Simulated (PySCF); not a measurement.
BeSi at UHF-SCS-MP2

Computed with UHF-SCS-MP2; PySCF, no relativity, basis sets Be pcseg-1, Si pcseg-1.

| Property | Result |
| --- | --- |
| state | ³Σ⁻ (triplet), unpaired electrons π ↑↑ |
| bond length | 2.150 Å |
| harmonic wavenumber | 565 cm⁻¹ |
| force constant | 1.28 mdyn/Å |
| rotational constant Be | 0.5348 cm⁻¹ |
| anharmonicity ωexe | 9.05 cm⁻¹ |
| vibration–rotation constant αe | 0.00741 cm⁻¹ |
| well depth De to Be + Si | 0.72 eV |
| dissociation energy D0 | 0.69 eV |

Correlated steps freeze 5 core orbitals. Correlated levels converge slowly with the basis: in double zeta they bind strong bonds too weakly, by up to about 1 eV, and carry superposition errors of some tenths. The state is the lowest determinant that a PBE0 search found; another state may lie lower at other levels.
